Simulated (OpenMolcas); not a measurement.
**Bi+: RASPT2 settings compared**

- Program: OpenMolcas
- Basis: ANO-RCC-VTZP [8s7p5d3f2g]
- Scalar Hamiltonian: DKH2, point nucleus
- Active space: 4 electrons in 9 orbitals (RAS2 6s 6p; RAS3 6d, at most 2 electrons)
- State averaging: 2S+1 = 3 even, 3 roots; 2S+1 = 1 even, 6 roots kept (CI in the orbitals of an earlier block); 2S+1 = 5 odd, 1 root
- Spin-orbit coupling: state interaction with AMFI integrals over the reference wave functions, term energies averaged over their components

Methods on the same reference wave functions:
A. RASSCF
B. SS-RASPT2, IPEA 0.15 Eh, sigma2 regulariser 0.25 Eh (closed shells correlated: 5d)
C. SS-RASPT2, IPEA 0.6 Eh, sigma2 regulariser 0.5 Eh (closed shells correlated: 4f 5s 5p 5d)
D. XMS-RASPT2, IPEA 0.5 Eh, sigma1 regulariser 0.4 Eh (closed shells correlated: 5d)

Energies in cm⁻¹ above 6s² 6p² ³P₀, the measured ground level; measured values from NIST Handbook of Basic Atomic Spectroscopic Data.

| Level | A | B | C | D | Measured |
| --- | --- | --- | --- | --- | --- |
| 6s² 6p² ³P₀ | 0.0 | 0.0 | 0.0 | 0.0 | 0.0 |
| 6s² 6p² ³P₁ | 10934 | 11340 | 11270 | 11240 | 13325 |
| 6s² 6p² ³P₂ [56 %] | 15599 | 15170 | 15110 | 15030 | 17032 |
| 6s² 6p² ¹D₂ [56 %] | 30646 | 29840 | 29780 | 29690 | 33939 |
| 6s² 6p² ¹S₀ | 42683 | 40650 | 40980 | 41130 | 44174 |

Deviations, from unrounded energies. A percentage is the sum of absolute deviations over the sum of measured energies, with the sign that they share, or ± where signs differ.

| Against measurement | Levels | A | B | C | D |
| --- | --- | --- | --- | --- | --- |
| mean absolute deviation (cm-1) | 4 | 2200 | 2900 | 2800 | 2800 |
| fine structure of the ground term (%) | 2 | -12.6 | -12.7 | -13.1 | -13.5 |
| other terms of the ground configuration (%) | 2 | -6.1 | -9.8 | -9.4 | -9.3 |

A lies closest to measurement on these levels and B furthest from it. The largest miss of A in the table is 6s² 6p² ¹D₂ [56 %], by -3300 cm-1. The ranking rests on the paired levels alone, and a cruder setting can come out closer through cancelling errors.

Among B to D the level of the table that moves most is 6s² 6p² ¹S₀, by 480 cm-1 (lowest in B, highest in D). Moves below CASPT2's spread within the term are not significant.

The mean deviations of B to D differ by less than CASPT2's widest spread within a term (80 cm-1), so their order carries little weight.

From A to B the spin-free energies of the other terms of 6s² 6p² shown, above ³P, scale by factors of 0.77 to 0.86.

The lowest spin-free term lies below A's lowest term by 0.429 hartree in B, 0.717 hartree in C, 0.427 hartree in D.

Term energies are means over components that CASPT2 splits; among the terms shown or strongly mixed into the levels shown the widest spread is 80 cm-1 (6s² 6p² ¹D, D). Terms from blocks run as CI alone lack orbitals of their own. Active for correlation alone: 6d; no level in the range computed is led by a configuration that fills it, so any true level of that kind is missing. Spin-orbit splittings of 6p shells tend to come out small when the coupling is added on scalar orbitals. Measured partners are found by configuration, term and J. A level has none where our copy of the source lacks it or the pairing is in doubt (some pairs that miss far off the trend of their configuration count as doubtful), and it then counts in no deviation. Where the source uses jj or jK labels, the order within each J decides. Levels of configurations outside the active space are missing. The table leaves out levels that lie high or whose names do not pair safely across all columns.

A share in square brackets marks a mixed level and gives the weight of the term that names it, the lowest over the columns.
